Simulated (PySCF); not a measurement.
## Stretching GeBi

Set-up: PySCF, scalar-relativistic core potentials, basis sets Ge def2-SVP, Bi def2-SVP with ECP60. Energies in eV from Ge + Bi in their ground configurations at the same level. All curves are PBE0. state 1: ²Π (doublet), unpaired electrons π ↑; state 2: ²Σ⁺ (doublet), unpaired electrons σ ↑, a second solution, started from another occupation; state 3: ⁴Π (quartet), unpaired electrons π ↑↑↑, a second solution, started from another occupation; state 4: Ms = 0.5 determinant of mixed spin (⟨S²⟩ near 1.8), unpaired electrons π ↑↑↓, a mixture of terms (⟨Lz²⟩ = 3.0), a second solution, started from another occupation.

```json
{"R (Å)": "2.172", "state 1": "-1.082", "state 2": "-1.395", "state 3": "1.443", "state 4": "1.821"}
{"R (Å)": "2.273", "state 1": "-1.791", "state 2": "-1.833", "state 3": "0.355", "state 4": "0.725"}
{"R (Å)": "2.374", "state 1": "-2.176", "state 2": "-1.995", "state 3": "-0.382", "state 4": "-0.019"}
{"R (Å)": "2.450", "state 1": "-2.311", "state 2": "-1.991", "state 3": "-0.763", "state 4": "-0.404"}
{"R (Å)": "2.526", "state 1": "-2.347", "state 2": "-1.912", "state 3": "-1.029", "state 4": "-0.674"}
{"R (Å)": "2.602", "state 1": "-2.310", "state 2": "-1.792", "state 3": "-1.205", "state 4": "-0.855"}
{"R (Å)": "2.703", "state 1": "-2.188", "state 2": "-1.605", "state 3": "-1.333", "state 4": "-0.987"}
{"R (Å)": "2.829", "state 1": "-1.983", "state 2": "-1.350", "state 3": "-1.367", "state 4": "-1.025"}
{"R (Å)": "2.981", "state 1": "-1.707", "state 2": "-1.043", "state 3": "-1.287", "state 4": "-0.949"}
{"R (Å)": "3.183", "state 1": "-1.338", "state 2": "-0.659", "state 3": "-1.065", "state 4": "-0.730"}
```

Question: Put a parabola through the three lowest points of the state 1 curve and estimate Re, k and ωe (reduced mass 54.61 u; 1 eV/Å² = 0.16022 mdyn/Å; ωe = 1302.8·√(k/μ) cm⁻¹).

Answer: Through R = 2.45, 2.526, 2.602 Å the second-order coefficient is 6.32 eV/Å², so Re ≈ 2.525 Å, k ≈ 2.02 mdyn/Å and ωe ≈ 251 cm⁻¹. A polynomial fit of higher order to the unrounded PBE0 energies gives Re = 2.522 Å, k = 2.05 mdyn/Å, ωe = 253 cm⁻¹; anharmonicity and rounding make the difference.

The higher-order fit for each curve: state 1: Re = 2.522 Å, ωe = 253 cm⁻¹, De = 2.35 eV; state 3: Re = 2.804 Å, ωe = 178 cm⁻¹, minimum 1.37 eV below the ground-state fragments; state 4: Re = 2.809 Å, ωe = 177 cm⁻¹, minimum 1.03 eV below the ground-state fragments. State 2 gave no clean fit.

⟨S²⟩ of the unrestricted solution departs from its pure value on part of the curve, where spin states mix. Spin–orbit coupling is left out, which matters for elements this heavy, above all for dissociation energies. The state is the lowest determinant that a PBE0 search found; another state may lie lower at other levels.
